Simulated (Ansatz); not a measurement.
The first iterations of a band of Cl2H2Si + H3N (9 atoms, charge 0, multiplicity 1).

Level of theory: RKS B3LYP-D4/def2-SVP in Ansatz.

```json
{
  "movable images": "9",
  "climbing image": "yes",
  "spring": "5.0 eV/Å²",
  "optimiser": "quadratic models (default)",
  "start path": "through a guess of the saddle point",
  "force threshold": "0.05 eV/Å",
  "iteration limit": "60",
  "end points": "relaxed"
}
```

First end point:

```xyz
9
Properties=species:S:1:pos:R:3
Si -0.508 -1.177 -0.417
H 0.971 -1.225 -0.435
Cl -1.213 -2.966 -1.178
Cl -1.162 -0.966 1.539
H -1.069 -0.079 -1.234
H 1.594 1.171 0.416
N 0.841 1.850 0.520
H 0.166 1.455 1.173
H 0.381 1.938 -0.384
```

Last end point:

```xyz
9
Properties=species:S:1:pos:R:3
Si -1.191 -0.209 -0.193
H 2.924 -0.583 0.556
Cl -0.216 -1.736 -1.229
Cl -1.699 -0.993 1.650
H -2.391 0.151 -0.974
H 2.344 -0.811 0.117
N -0.239 1.184 0.067
H 0.551 1.161 0.705
H -0.083 1.835 -0.699
```

| iteration | highest image above the first end (eV) | largest band force component (eV/Å) |
| --- | --- | --- |
| 1 | 4.861 | 18.853 |
| 2 | 1.915 | 3.873 |
| 3 | 1.819 | 3.890 |
| 4 | 1.794 | 0.710 |
| 5 | 1.903 | 4.133 |
| 6 | 1.711 | 1.192 |

**Question.** Does the band converge within its limit, and where does its top end?

**Answer.** The forces met the threshold. It ended after 19 iterations with the highest image 1.772 eV above the first end. Neighbouring images differ by up to 1.5 eV, so the band resolves the path poorly. A vibrational analysis at the climbing image gives one clearly imaginary mode, 1507i cm⁻¹: a first-order saddle point. The orbitals stay closed-shell, which can raise the energy where a bond breaks towards radicals; this wasn't checked here.

Time of the run: 2.1 min on 2 threads of AMD EPYC 9R45 96-Core Processor (Zen 5), with other jobs on the host, peak memory 0.21 GiB.
